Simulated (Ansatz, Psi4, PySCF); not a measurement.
CH5N2, charge +1, singlet, geometry from GFN2-xTB. Base run: CCSD(T)/STO-3G run with PySCF.

Input for PySCF:
```python
from pyscf import gto, scf, cc

mol = gto.M(
    atom='''
N     1.147973    0.200189    0.037003
C     0.000007   -0.404009    0.153975
N    -1.147979    0.124745   -0.160841
H     1.219546    1.147517   -0.316976
H     2.011570   -0.256763    0.296387
H     0.000026   -1.419647    0.541054
H    -1.219587    1.067368   -0.527158
H    -2.011559   -0.388961   -0.050290
''',
    basis='sto-3g',
    charge=1,
    spin=0,
    verbose=4,
)

mf = scf.RHF(mol)
mf.kernel()

mycc = cc.CCSD(mf)
mycc.kernel()
et = mycc.ccsd_t()
print('E(CCSD(T)) = %.10f' % (mycc.e_tot + et))
```

The same geometry, method and basis name were run in Ansatz (a program for electronic structure) and Psi4 and PySCF, at each program's defaults and at the settings that a row names. The base is PySCF at its defaults. Differences at the defaults can come from grids, fitting, cores and function types together.

```json
[
 {"code and settings": "PySCF, defaults (exact integrals, spherical functions, all electrons correlated)", "ΔE vs base (µEh)": "0.0", "basis functions": "20", "E (Eh)": "-147.81115", "SCF cycles": "8"},
 {"code and settings": "Psi4, defaults (exact integrals, spherical functions, all electrons correlated)", "ΔE vs base (µEh)": "0.0", "basis functions": "20", "E (Eh)": "-147.81115", "SCF cycles": "9"},
 {"code and settings": "Ansatz, defaults (factorised integrals, spherical functions, frozen core)", "ΔE vs base (µEh)": "888", "basis functions": "20", "E (Eh)": "-147.81026", "SCF cycles": "-"},
 {"code and settings": "PySCF, frozen core", "ΔE vs base (µEh)": "884", "basis functions": "20", "E (Eh)": "-147.81027", "SCF cycles": "8"},
 {"code and settings": "Psi4, exact integrals, spherical functions, frozen core", "ΔE vs base (µEh)": "884", "basis functions": "20", "E (Eh)": "-147.81027", "SCF cycles": "9"},
 {"code and settings": "Ansatz, high accuracy, frozen core", "ΔE vs base (µEh)": "884", "basis functions": "20", "E (Eh)": "-147.81027", "SCF cycles": "-"}
]
```
